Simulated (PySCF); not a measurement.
Species: C₆H₁₃N.
Geometry (GFN2-xTB, Å), atoms numbered from 1 in this order:
```
atom  x, y, z in Å
C1     3.179    0.355    0.559
C2     1.980   -0.579    0.478
N3     0.815    0.137   -0.004
C4    -0.388   -0.674   -0.047
C5    -1.556    0.165   -0.502
C6    -2.336    0.960    0.501
C7    -2.955   -0.238   -0.152
H8     3.012    1.128    1.306
H9     3.335    0.834   -0.404
H10    4.073   -0.201    0.828
H11    1.805   -1.048    1.465
H12    2.186   -1.385   -0.235
H13    0.649    0.951    0.582
H14   -0.211   -1.486   -0.762
H15   -0.619   -1.135    0.931
H16   -1.395    0.618   -1.472
H17   -2.060    0.879    1.543
H18   -2.691    1.941    0.224
H19   -3.092   -1.127    0.446
H20   -3.735   -0.084   -0.881
```

Probes without a nucleus sit at each ring's centroid and 1 Å off its mean plane on both sides; NICS is minus the shielding there, NICSzz its component along the normal. Level: GIAO PBE0/pcSseg-1 (PySCF, non-relativistic, gas phase) on the GFN2-xTB geometry, one conformer.

Ring bond lengths (Å), with Mayer bond orders in brackets: C5–C6 1.500 (0.95), C6–C7 1.499 (0.98), C7–C5 1.497 (0.95).

Problem. What do the NICS probes read (ppm)?

Solution. 
```csv
ring,type,NICS(0),"NICS(1), two faces","NICS(1)zz, two faces",rms pucker (Å),"centre to ring atoms, mean (Å)"
C5–C6–C7,3-membered carbocycle; formal bonds all single,-43.8,-8.7 / -8.7,-23.9 / -21.6,0.00,0.87
```

Problem. What can be read from them?

Solution. 
- C5–C6–C7: mean NICS(1)zz -22.7 ppm, shielded. C5, C6, C7 have four or more neighbours, so the value isn't read as a sign of a π ring current. NICS(0) lies 35 ppm below the mean NICS(1).

Problem. List the ring angles and the Hirshfeld charges of the ring atoms.

Solution. 
- C5–C6–C7: C5 60.0° (-0.041 e), C6 59.9° (-0.094 e), C7 60.1° (-0.092 e); sum 180.0° against 180° for a flat convex ring.

Problem. How shielded are the nuclei of the rings and their hydrogens (means over atoms taken as equivalent)?

Solution. 
```
   atoms                 environment  σ isotropic (ppm)  principal values of the symmetric part, first atom (ppm)
      C5  three-membered-ring carbon              172.1                                       139.3, 160.2, 216.6
 C6 (×2)  three-membered-ring carbon              182.4                                       149.0, 176.8, 217.6
     H16            methine hydrogen              30.60                                          24.0, 28.4, 39.4
H17 (×2)          methylene hydrogen              31.71                                          26.8, 28.6, 40.0
H18 (×2)          methylene hydrogen              31.28                                          25.7, 26.6, 41.5
```

Time: 56 s wall (with the writing of density and orbital grids); peak memory 0.83 GiB. Hardware: Arm Neoverse N1, one thread, shared host. This is the whole shielding run at PBE0/pcSseg-1, SCF included.
